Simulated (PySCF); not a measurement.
PySCF job for Sb(OH)2(OMe) (CH₅O₃Sb), SMILES [OH][Sb]([OH])[O]C, PBE-D3(BJ)/def2-SVP. The structure is a stationary point at PBE-D3(BJ)/def2-SVP. The structure was generated by enumeration; whether it is a known compound was not checked. The def2 effective core potentials stand for the cores of Sb; spin–orbit coupling is left out. The values are those of a single conformer.

```python
import numpy as np
from pyscf import gto, scf, dft, df
from pyscf.hessian import thermo

mol = gto.M(
    atom='''
    Sb   -0.09142154    0.17217361    0.58169454
    O    -0.00067555    1.73341617   -0.66781652
    H    -0.57451814    1.48786408   -1.42568534
    O    -1.72851275   -0.44727297   -0.43981469
    H    -1.87865480   -1.40489214   -0.31282186
    O     1.21271789   -1.08559473   -0.30184346
    C     1.24355697   -1.15315530   -1.71802243
    H     1.63082519   -0.21349107   -2.17559818
    H     1.91818379   -1.98500570   -2.01266472
    H     0.23708384   -1.35078561   -2.15571914
    ''',
    basis='def2-SVP',
    ecp={'Sb': 'def2-svp'},
    charge=0,
    spin=0,
    max_memory=1600,
    verbose=3,
)
mf = dft.RKS(mol, xc='pbe').density_fit(auxbasis='def2-universal-jkfit')
mf.disp = 'd3bj'
mf.grids.level = 3
mf.conv_tol = 1e-11
mf.max_cycle = 100
mf.kernel()

# [left out here: the lines that compute and print the analytic Hessian (its translational invariance restored by hand, since the grid's response is missing), thermochemistry and intensities]
```

Log of the run:

```
converged SCF energy = -506.568199726488

WARN: DFTD3 does not support analytical Hessian, using finite difference


WARN: Mole.unit (angstrom) is changed to Bohr

Mode                                 0                   1                   2
Irrep
Freq [cm^-1]                       62.3497             97.3000            131.1817
Reduced mass [au]                   1.4212              1.9396              1.7354
Force const [Dyne/A]                0.0033              0.0108              0.0176
Char temp [K]                      89.7073            139.9930            188.7413
Normal mode                   x     y     z       x     y     z       x     y     z
       0  Sb                -0.00 -0.00  0.00   -0.00  0.00  0.00   -0.00 -0.02  0.00
       1   O                 0.04 -0.04 -0.05    0.03 -0.05 -0.06   -0.01 -0.07 -0.06
       2   H                -0.02 -0.04 -0.01    0.04 -0.08 -0.06   -0.10 -0.06  0.01
       3   O                -0.04  0.03  0.05   -0.04 -0.02  0.07   -0.03  0.08 -0.01
       4   H                -0.03  0.03  0.02    0.13 -0.07 -0.09   -0.50  0.22  0.45
       5   O                -0.04 -0.04  0.00   -0.06 -0.05 -0.00    0.07  0.07  0.01
       6   C                 0.05  0.07 -0.00    0.06  0.11 -0.01    0.02  0.04  0.00
       7   H                -0.36  0.27  0.07    0.39  0.04  0.14    0.11 -0.01 -0.02
       8   H                 0.43  0.38 -0.03   -0.17 -0.07 -0.04   -0.07 -0.04  0.00
       9   H                 0.15 -0.35 -0.05    0.04  0.46 -0.13   -0.01  0.13  0.05
Mode                                 3                   4                   5
Irrep
Freq [cm^-1]                      151.9828            187.1107            238.9155
Reduced mass [au]                   3.8928              3.9919              2.1454
Force const [Dyne/A]                0.0530              0.0823              0.0722
Char temp [K]                     218.6694            269.2106            343.7462
Normal mode                   x     y     z       x     y     z       x     y     z
       0  Sb                -0.01  0.00  0.01   -0.02 -0.00 -0.02   -0.01 -0.01  0.01
       1   O                 0.10 -0.05 -0.05    0.12  0.05  0.06    0.04 -0.05 -0.04
       2   H                 0.19 -0.08 -0.10    0.26  0.16 -0.08   -0.09 -0.04  0.06
       3   O                 0.07 -0.07 -0.06   -0.05 -0.08  0.10   -0.06  0.07  0.04
       4   H                 0.04 -0.06  0.04   -0.08 -0.05  0.29    0.30 -0.07 -0.54
       5   O                 0.02  0.03  0.01    0.04  0.05 -0.02    0.08  0.10 -0.02
       6   C                -0.13  0.08 -0.00    0.03 -0.02 -0.01   -0.00 -0.03 -0.01
       7   H                -0.21  0.11 -0.01    0.04 -0.05 -0.06   -0.02 -0.07 -0.12
       8   H                -0.14  0.11 -0.10    0.03 -0.04  0.03   -0.04 -0.07  0.02
       9   H                -0.18  0.06  0.11    0.03 -0.05  0.00   -0.03 -0.05  0.06
Mode                                 6                   7                   8
Irrep
Freq [cm^-1]                      294.6075            374.2250            517.7455
Reduced mass [au]                   4.3207              1.1855              8.3562
Force const [Dyne/A]                0.2210              0.0978              1.3198
Char temp [K]                     423.8746            538.4264            744.9206
Normal mode                   x     y     z       x     y     z       x     y     z
       0  Sb                -0.01  0.01  0.03   -0.00  0.00  0.00    0.02 -0.02 -0.01
       1   O                 0.02 -0.04 -0.02    0.07 -0.01 -0.02   -0.00  0.00  0.00
       2   H                 0.12 -0.15 -0.07   -0.70  0.39  0.43    0.05 -0.03 -0.03
       3   O                 0.05 -0.02 -0.04    0.02 -0.05 -0.01   -0.03 -0.01 -0.01
       4   H                -0.02  0.01  0.08    0.01 -0.03  0.08   -0.01 -0.02 -0.03
       5   O                -0.07  0.04 -0.11   -0.03  0.01 -0.01   -0.15  0.14  0.03
       6   C                 0.07 -0.07 -0.10    0.01 -0.01 -0.01   -0.02  0.02  0.07
       7   H                 0.11 -0.11 -0.15    0.02 -0.01 -0.00    0.03 -0.02  0.04
       8   H                 0.12 -0.09  0.05    0.00 -0.02  0.03    0.02 -0.01  0.24
       9   H                 0.12 -0.13 -0.19    0.01  0.01 -0.03    0.03 -0.03 -0.00
Mode                                 9                  10                  11
Irrep
Freq [cm^-1]                      564.0084            595.6314            810.8010
Reduced mass [au]                  13.5222             14.5662              1.0877
Force const [Dyne/A]                2.5344              3.0448              0.4213
Char temp [K]                     811.4825            856.9810           1166.5621
Normal mode                   x     y     z       x     y     z       x     y     z
       0  Sb                -0.02 -0.02 -0.01    0.00 -0.02  0.03    0.00  0.01  0.00
       1   O                -0.00  0.05 -0.05    0.01  0.17 -0.14    0.00  0.00 -0.00
       2   H                -0.01  0.03 -0.04    0.01  0.04 -0.10    0.02  0.11 -0.05
       3   O                 0.18  0.07  0.11   -0.05 -0.02 -0.03    0.03 -0.05  0.04
       4   H                 0.09  0.08  0.02   -0.04 -0.02  0.00   -0.75  0.01 -0.58
       5   O                -0.02  0.02  0.00    0.01 -0.01 -0.00   -0.01 -0.00 -0.01
       6   C                -0.01  0.00  0.01    0.00 -0.00 -0.01    0.00  0.00  0.00
       7   H                 0.00 -0.00  0.01    0.00  0.00  0.00    0.00 -0.00 -0.00
       8   H                -0.01 -0.00  0.03   -0.00 -0.01 -0.01    0.00  0.00  0.00
       9   H                 0.00 -0.00 -0.01   -0.00  0.01 -0.00    0.00  0.00 -0.00
Mode                                12                  13                  14
Irrep
Freq [cm^-1]                      883.0018           1055.6283           1125.8328
Reduced mass [au]                   1.1092              9.6282              1.2783
Force const [Dyne/A]                0.5095              6.3214              0.9546
Char temp [K]                    1270.4429           1518.8142           1619.8227
Normal mode                   x     y     z       x     y     z       x     y     z
       0  Sb                -0.00  0.00 -0.01   -0.00  0.00  0.00   -0.00 -0.00  0.00
       1   O                 0.04  0.05  0.02    0.00  0.00 -0.00   -0.00  0.00 -0.00
       2   H                -0.15 -0.83  0.42   -0.01  0.01  0.00    0.00  0.02 -0.01
       3   O                 0.00 -0.02  0.01   -0.00 -0.00 -0.00    0.00  0.00  0.00
       4   H                -0.10 -0.00 -0.02    0.02 -0.00  0.02    0.01 -0.00 -0.00
       5   O                 0.00 -0.00  0.00    0.02 -0.02 -0.17   -0.03 -0.04  0.01
       6   C                -0.00  0.00  0.00    0.00  0.01  0.20    0.07  0.10 -0.01
       7   H                 0.00 -0.00 -0.01   -0.02 -0.01  0.10   -0.09 -0.12 -0.62
       8   H                -0.01 -0.00 -0.00   -0.03  0.02  0.05   -0.19 -0.18  0.18
       9   H                -0.00 -0.01  0.01    0.01  0.01  0.14   -0.07 -0.19  0.46
Mode                                15                  16                  17
Irrep
Freq [cm^-1]                     1132.2578           1397.3438           1405.3202
Reduced mass [au]                   1.3224              1.1218              1.0431
Force const [Dyne/A]                0.9989              1.2905              1.2138
Char temp [K]                    1629.0669           2010.4666           2021.9429
Normal mode                   x     y     z       x     y     z       x     y     z
       0  Sb                -0.00  0.00 -0.00   -0.00  0.00 -0.00    0.00  0.00 -0.00
       1   O                -0.00  0.00 -0.00   -0.00 -0.00  0.00   -0.00 -0.00  0.00
       2   H                -0.00  0.01 -0.00    0.01 -0.01  0.00    0.01 -0.00 -0.00
       3   O                -0.00  0.00 -0.00    0.00  0.00  0.00   -0.00 -0.00 -0.00
       4   H                -0.00  0.00  0.00    0.00 -0.00 -0.01   -0.01  0.00  0.00
       5   O                 0.05 -0.04 -0.00    0.01 -0.01 -0.03    0.01  0.00 -0.00
       6   C                -0.10  0.07  0.00    0.01 -0.02 -0.08    0.04  0.03 -0.01
       7   H                 0.26 -0.14 -0.12   -0.07  0.22  0.38   -0.34  0.31  0.29
       8   H                 0.09  0.02  0.62    0.19 -0.09  0.59   -0.52 -0.46  0.10
       9   H                 0.13 -0.21 -0.42   -0.25  0.20  0.45    0.18 -0.28 -0.25
Mode                                18                  19                  20
Irrep
Freq [cm^-1]                     1433.7189           2910.1875           2981.4057
Reduced mass [au]                   1.0481              1.0328              1.1050
Force const [Dyne/A]                1.2694              5.1537              5.7868
Char temp [K]                    2062.8022           4187.1118           4289.5790
Normal mode                   x     y     z       x     y     z       x     y     z
       0  Sb                -0.00  0.00  0.00   -0.00  0.00  0.00   -0.00 -0.00 -0.00
       1   O                 0.00 -0.00 -0.00   -0.00 -0.00  0.00    0.00 -0.00 -0.00
       2   H                -0.01  0.01  0.00    0.00 -0.00  0.00   -0.00  0.00  0.00
       3   O                 0.00  0.00  0.00    0.00 -0.00  0.00   -0.00  0.00  0.00
       4   H                 0.01 -0.00 -0.01   -0.00  0.00 -0.00    0.00  0.00 -0.00
       5   O                -0.01  0.01 -0.01    0.00 -0.00 -0.00    0.00  0.00  0.00
       6   C                -0.03  0.04 -0.03   -0.01  0.01 -0.04   -0.07 -0.05  0.00
       7   H                 0.54 -0.03  0.36   -0.22 -0.51  0.23    0.23  0.60 -0.27
       8   H                -0.09  0.03 -0.22   -0.24  0.29  0.09    0.01 -0.05 -0.01
       9   H                -0.04 -0.60  0.33    0.62  0.13  0.25    0.59  0.10  0.24
Mode                                21                  22                  23
Irrep
Freq [cm^-1]                     3024.0618           3643.6976           3700.2448
Reduced mass [au]                   1.1033              1.0660              1.0668
Force const [Dyne/A]                5.9444              8.3390              8.6063
Char temp [K]                    4350.9516           5242.4696           5323.8284
Normal mode                   x     y     z       x     y     z       x     y     z
       0  Sb                -0.00  0.00  0.00   -0.00 -0.00 -0.00    0.00 -0.00  0.00
       1   O                 0.00 -0.00 -0.00   -0.03 -0.01 -0.05    0.00  0.00  0.00
       2   H                -0.00  0.00  0.00    0.56  0.22  0.76   -0.02 -0.01 -0.03
       3   O                 0.00 -0.00 -0.00   -0.00 -0.00  0.00   -0.01 -0.06  0.01
       4   H                 0.00  0.00  0.00    0.00  0.03 -0.01    0.16  0.94 -0.12
       5   O                -0.00  0.00 -0.00    0.00 -0.00 -0.00    0.00 -0.00 -0.00
       6   C                 0.05 -0.07 -0.00    0.00  0.00  0.00    0.00  0.00  0.00
       7   H                 0.11  0.23 -0.11   -0.00 -0.00  0.00    0.00  0.00 -0.00
       8   H                -0.53  0.66  0.22    0.00 -0.00 -0.00    0.00 -0.00 -0.00
       9   H                -0.21 -0.06 -0.09   -0.00 -0.00 -0.00   -0.00  0.00 -0.00
temperature 298.1500 [K]
pressure 101325.00 [Pa]
Rotational constants [GHz] 3.62206 2.17143 2.16711
Symmetry number 1
Zero-point energy (ZPE) 0.06543 [Eh]   171775.136 [J/mol]
                           tot       elec      trans        rot        vib
Entropy [J/mol/K]       381.295      0.000    173.974    114.373     92.948
Cv [J/mol/K]            109.665      0.000     12.472     12.472     84.722
Cp [J/mol/K]            117.979      0.000     20.786     12.472     84.722
Internal energy [J/mol]                      3718.434   3718.434 186200.130
Internal energy [Eh]   -506.49445  -506.56820
Enthalpy [J/mol]                             6197.391   3718.434 186200.130
Enthalpy [Eh]          -506.49350
Gibbs free energy [J/mol]                  -45672.890 -30381.878 158487.605
Gibbs free energy [Eh] -506.53680
mode   freq/cm-1   IR/(km/mol)
   1       62.35         1.033
   2       97.30        10.897
   3      131.18        63.152
   4      151.98         7.828
   5      187.11         4.530
   6      238.92        24.225
   7      294.61        15.090
   8      374.22       100.472
   9      517.75        76.488
  10      564.01        61.886
  11      595.63        53.249
  12      810.80        70.250
  13      883.00        51.557
  14     1055.63       172.505
  15     1125.83         0.439
  16     1132.26         0.676
  17     1397.34        13.406
  18     1405.32         5.074
  19     1433.72        10.246
  20     2910.19        78.584
  21     2981.41        36.609
  22     3024.06        25.391
  23     3643.70        47.117
  24     3700.24        48.672
max |gradient| / (hartree/bohr): 0.00011745383880347899
APT charges: [ 1.3382 -0.6364  0.2276 -0.6726  0.2325 -0.8005  0.4388 -0.0437 -0.0438
 -0.04  ]
```

The run converged.

Cost: roughly 90 core-seconds.
